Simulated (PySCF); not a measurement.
An unknown gives this computed stick spectrum. Level of theory: TDDFT PBE0/def2-SVPD, vertical, gas phase, core orbitals frozen in the response in PySCF. Geometries: GFN2-xTB, one conformer each.

```json
{"state": "S1", "ν̃ (cm⁻¹)": "37990", "f": "0.0079", "main configurations (H = HOMO, L = LUMO)": "H→L (51%), H-1→L (47%)"}
{"state": "S2", "ν̃ (cm⁻¹)": "40730", "f": "0.0061", "main configurations (H = HOMO, L = LUMO)": "H-1→L+1 (51%), H→L+1 (47%)"}
{"state": "S3", "ν̃ (cm⁻¹)": "41860", "f": "0.032", "main configurations (H = HOMO, L = LUMO)": "H-1→L (47%), H→L (45%)"}
{"state": "S4", "ν̃ (cm⁻¹)": "45020", "f": "0.052", "main configurations (H = HOMO, L = LUMO)": "H→L+1 (40%), H-1→L+1 (34%), H-2→L (14%)"}
{"state": "S5", "ν̃ (cm⁻¹)": "47040", "f": "0.056", "main configurations (H = HOMO, L = LUMO)": "H-2→L (65%), H-3→L+1 (18%)"}
{"state": "S6", "ν̃ (cm⁻¹)": "51350", "f": "0.010", "main configurations (H = HOMO, L = LUMO)": "H→L+2 (76%)"}
{"state": "S7", "ν̃ (cm⁻¹)": "52160", "f": "0.025", "main configurations (H = HOMO, L = LUMO)": "H-2→L+1 (55%), H-3→L (24%), H→L+2 (12%)"}
{"state": "S8", "ν̃ (cm⁻¹)": "56980", "f": "0.0098", "main configurations (H = HOMO, L = LUMO)": "H-1→L+2 (88%)"}
```

Question: Which candidate is it? All have the formula C6H8N2.
A. `[C@H]1(CCN=C1)CC#N`
B. `NCc1cccnc1`
C. `[H]/N=C1/CCC[C@@H]1C#N`

Answer: B. Its S1, at 4.71 eV, is the lowest among the candidates; the nearest of the others has S1 at 4.98 eV. S1 is HOMO→LUMO (51%), HOMO-1→LUMO (47%). Löwdin shares by element: HOMO nitrogen 57%, carbon 16% or more (atoms not listed hold the other 28%); LUMO carbon 47% or more, nitrogen 22% or more (atoms not listed hold the other 31%). At the same level the other candidates give, for their lowest levels:
- `[H]/N=C1/CCC[C@@H]1C#N`: 4.98 eV (f 0.001); 6.77 eV (f 0.008); 7.07 eV (f 0.009); 7.29 eV (f 0.016); 7.43 eV (f 0.066); T1 4.23 eV; HOMO -7.67, LUMO -0.84 eV
- `N#CC[C@H]1C=NCC1`: 5.30 eV (f 0.002); 6.95 eV (f 0.014); 7.22 eV (f 0.180); 7.55 eV (f 0.006); 7.65 eV (f 0.005); T1 4.42 eV; HOMO -7.79, LUMO -0.51 eV

The values belong to the conformer `[NH2:1][CH2:2][c:3]1[cH:4][cH:5][cH:6][n:7][cH:8]1`: N1–C2–C3–C4 86°, H–N1–C2–C3 60°, H–N1–C2–C3 -58°.
Triplets come from the Tamm–Dancoff approximation.
